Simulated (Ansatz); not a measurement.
Ansatz (a program for electronic structure) input (B3LYP/3-21G): The .json file is the Basis Set Exchange's 3-21G.

Ansatz 0.2 input:
```yaml
crystal:
  periodic: [false, false, false]
  atoms:
    - {symbol: O, position_ang: [1.55919700, -0.41113000, -0.18678700]}
    - {symbol: Si, position_ang: [0.00965700, 0.00056800, -0.01004300]}
    - {symbol: O, position_ang: [-0.89552200, -1.32600000, 0.20733200]}
    - {symbol: F, position_ang: [-0.21079300, 0.99841500, 1.20561500]}
    - {symbol: F, position_ang: [-0.40715400, 0.80802000, -1.30289700]}
    - {symbol: H, position_ang: [1.92006700, -1.12628600, 0.34196100]}
    - {symbol: H, position_ang: [-1.80313800, -1.24254500, 0.50982700]}
basis:
  gaussian:
    orbitals: 3-21G.json
hamiltonian:
  xc: {name: B3LYP}
total_charge: 1
magnetization: {spin_polarized: true, initial_magnetization: 1}
```

Output:

```
Functional definition: B3LYP
integrals: 0.01 GiB planned
521 factors; integrals over basis functions are off by at most 5.1e-4 eV
mean field: 0.24 GiB planned
mean field evaluation 1: about -17326.6811 eV, gradient 6.0e1 eV
mean field evaluation 2: about -17314.6315 eV, gradient 8.5e1 eV
mean field evaluation 4: about -17334.8808 eV, gradient 2.2e1 eV
mean field evaluation 8: about -17336.9244 eV, gradient 3.7e-1 eV
mean field evaluation 16: about -17336.9880 eV, gradient 1.0e-2 eV
mean field evaluation 32: about -17336.9880 eV, gradient 3.8e-6 eV
mean field -17336.98804535 eV, -637.1225592340 hartree, gradient 3.9e-6 eV, S^2 0.756163; 6 other end points of the search recorded, 0 dependent functions left out
reference -17336.98823101 eV, -637.1225660570 hartree; 25, 24 occupied and 28, 29 virtual orbitals, 521 factors
Total energy: -17336.98823101 eV, -637.1225660570 hartree
```

The dipole moment of an ion depends on the origin.

The geometry given is a B3LYP-D3(BJ)/def2-TZVP minimum of the species of charge 0 and multiplicity 1, not of this state.
